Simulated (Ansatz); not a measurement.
`[NH2][Zn][NH2]` + HBr → `[NH2][Zn][Br]` + NH₃ at 298.15 K and 1 bar (ligand exchange at a Zn–N bond).

Computed with Ansatz on PBE0-D4/def2-TZVP structures; ΔE is electronic, products minus reactants. CCSD(T)/CBS adds triple-zeta CCSD(T) − MP2 to the extrapolated MP2 energy (def2 sets, frozen cores). This one scheme is used for every species. For Br, Zn outer-core shells are correlated without core-valence functions, which leaves a few kJ/mol of doubt a bond. Scalar relativity is left out up to krypton. One conformer a species, not always the lowest.

```json
{"species": "`[NH2][Zn][NH2]`", "CCSD(T)/CBS energy (Eh)": "-1890.21263", "H − E (kJ/mol)": "147.7", "S (J/(mol·K))": "295.9"}
{"species": "HBr", "CCSD(T)/CBS energy (Eh)": "-2573.91920", "H − E (kJ/mol)": "24.6", "S (J/(mol·K))": "198.6"}
{"species": "`[NH2][Zn][Br]`", "CCSD(T)/CBS energy (Eh)": "-4407.67573", "H − E (kJ/mol)": "83.0", "S (J/(mol·K))": "308.1"}
{"species": "NH₃", "CCSD(T)/CBS energy (Eh)": "-56.50880", "H − E (kJ/mol)": "100.5", "S (J/(mol·K))": "192.4"}
```

H − E and S are ideal-gas, rigid-rotor, harmonic terms from PBE0-D4/def2-TZVP, for one conformer and one mirror image of each species. 1 Eh = 2625.50 kJ/mol, R = 8.31446 J/(mol·K).

Task: By hand: ΔE, ΔH, ΔS and ΔG.

Result: ΔE = (-4407.67573) + (-56.50880) − (-1890.21263) − (-2573.91920) = -0.05270 Eh = -138.4 kJ/mol. Δ(H − E) = 83.0 + 100.5 − 147.7 − 24.6 = 11.2, so ΔH = -127.2 kJ/mol. ΔS = 308.1 + 192.4 − 295.9 − 198.6 = 6.0 J/(mol·K). ΔG = -127.2 − 298.15 × (6.0)/1000 = -129.0 kJ/mol.

Task: By hand: the equilibrium constant, and the temperature at which ΔG would vanish if ΔH and ΔS stayed fixed.

Result: log₁₀ K = −ΔG/(RT ln 10) = 22.6. ΔH and −TΔS have one sign here, so there is no such temperature.

The number of gas molecules stays the same, so ΔS is small and ΔH decides. A doubt of 5 kJ/mol in ΔE shifts log₁₀ K by 0.9 here. Other conformers and mirror images would add mixing entropy, several J/(mol·K) or more a flexible species. These are equilibria of isolated gas molecules and say nothing of rates. Largest T1 diagnostic: 0.015 (customary marks: 0.02 for closed shells, 0.045 for open ones).

ΔS is within the doubt of such terms, so its sign, and with it that verdict, could turn.
